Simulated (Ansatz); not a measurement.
Cost and result for the atomization energy of CH5ClN2Si, SMILES `N[Si]1(Cl)CN1` (10 atoms, 10 bonds).

```tsv
atom	x (Å)	y (Å)	z (Å)
N1	-0.6409	-1.6044	0.6984
Si2	-0.1385	-0.0140	0.4686
Cl3	-0.5480	0.9671	2.2185
C4	0.0102	1.0038	-1.0312
N5	1.2227	0.2934	-0.4500
H6	-0.4587	-2.3234	0.0200
H7	-1.3003	-1.8668	1.4092
H8	-0.2416	0.6932	-2.0438
H9	-0.0138	2.0879	-0.9115
H10	2.1089	0.7633	-0.3782
```

The species carries charge 0 and has multiplicity 1. The structure was optimised at the PBE0-D4/def2-TZVP level. It is one conformer, not always the lowest. Program: Ansatz. All runs use 4 threads of an Intel Xeon Platinum 8259CL on a shared host. Times are those of one run each, without the atoms' runs, and a repeat can differ threefold. Electronic energies, without spin–orbit coupling; frozen cores. CCSD(T)/CBS adds CCSD(T) − MP2 in def2-TZVPP to the MP2 limit, and its time is that of the two runs behind it. T1 = 0.010. B3LYP takes the VWN-RPA correlation (the form of Gaussian; ORCA's B3LYP/G).

CCSD(T)/CBS is a level of theory with its own doubt, some kJ/mol a heavy atom from the limit and from the frozen cores, so smaller differences don't rank the functionals.

```json
{"level": "LDA (SPW92)/def2-TZVPP", "functions": "247", "wall time": "2 s", "atomization (kJ/mol)": "4175.3", "difference from CCSD(T)/CBS": "567.6", "per bond": "56.8"}
{"level": "revPBE-D4/def2-TZVPP", "functions": "247", "wall time": "3 s", "atomization (kJ/mol)": "3600.3", "difference from CCSD(T)/CBS": "-7.4", "per bond": "-0.7"}
{"level": "BLYP-D4/def2-TZVPP", "functions": "247", "wall time": "3 s", "atomization (kJ/mol)": "3612.8", "difference from CCSD(T)/CBS": "5.1", "per bond": "0.5"}
{"level": "PBE-D4/def2-TZVPP (with forces)", "functions": "247", "wall time": "3.6 s", "atomization (kJ/mol)": "3699.7", "difference from CCSD(T)/CBS": "92.0", "per bond": "9.2"}
{"level": "CAM-B3LYP-D4/def2-TZVPP", "functions": "247", "wall time": "4.5 s", "atomization (kJ/mol)": "3624.9", "difference from CCSD(T)/CBS": "17.2", "per bond": "1.7"}
{"level": "CCSD(T)/def2-SVP", "functions": "103", "wall time": "4.5 s", "atomization (kJ/mol)": "3286.1", "difference from CCSD(T)/CBS": "-321.6", "per bond": "-32.2"}
{"level": "PBE0-D4/def2-TZVPP", "functions": "247", "wall time": "4.7 s", "atomization (kJ/mol)": "3620.0", "difference from CCSD(T)/CBS": "12.3", "per bond": "1.2"}
{"level": "B3LYP-D4/def2-TZVPP (with forces)", "functions": "247", "wall time": "5.5 s", "atomization (kJ/mol)": "3609.2", "difference from CCSD(T)/CBS": "1.5", "per bond": "0.2"}
{"level": "PBE-QIDH/def2-TZVPP", "functions": "247", "wall time": "6 s", "atomization (kJ/mol)": "3576.9", "difference from CCSD(T)/CBS": "-30.8", "per bond": "-3.1"}
{"level": "ωB97X-V/def2-TZVPP", "functions": "247", "wall time": "8.5 s", "atomization (kJ/mol)": "3634.9", "difference from CCSD(T)/CBS": "27.2", "per bond": "2.7"}
{"level": "MP2/def2-QZVPP", "functions": "461", "wall time": "20 s", "atomization (kJ/mol)": "3634.4", "difference from CCSD(T)/CBS": "26.7", "per bond": "2.7"}
{"level": "CCSD(T)/def2-TZVPP", "functions": "247", "wall time": "88 s", "atomization (kJ/mol)": "3478.1", "difference from CCSD(T)/CBS": "-129.6", "per bond": "-13.0"}
{"level": "CCSD(T)/CBS(def2)", "functions": "–", "wall time": "110 s", "atomization (kJ/mol)": "3607.7", "difference from CCSD(T)/CBS": "0.0", "per bond": "0.0"}
```

Leaving LDA and LC-ωPBE aside and taking each functional with its dispersion term where it has one, the values, not all of them listed here, spread over 213.4 kJ/mol, from BHLYP-D4 to PBE-D4. LDA lies +499.6 kJ/mol from PBE without D4, its usual overbinding. The D4 term adds +38.9 kJ/mol with B3LYP and +20.3 kJ/mol with PBE0; it sums over pairs of atoms, weighted by their polarisabilities, and B3LYP, whose exchange is more repulsive, gets the larger term. From BLYP to BHLYP (50 % exact exchange), in def2-TZVPP and without D4, the atomization energy moves by −103.9 kJ/mol: exact exchange takes away binding that semilocal exchange gives to molecules.
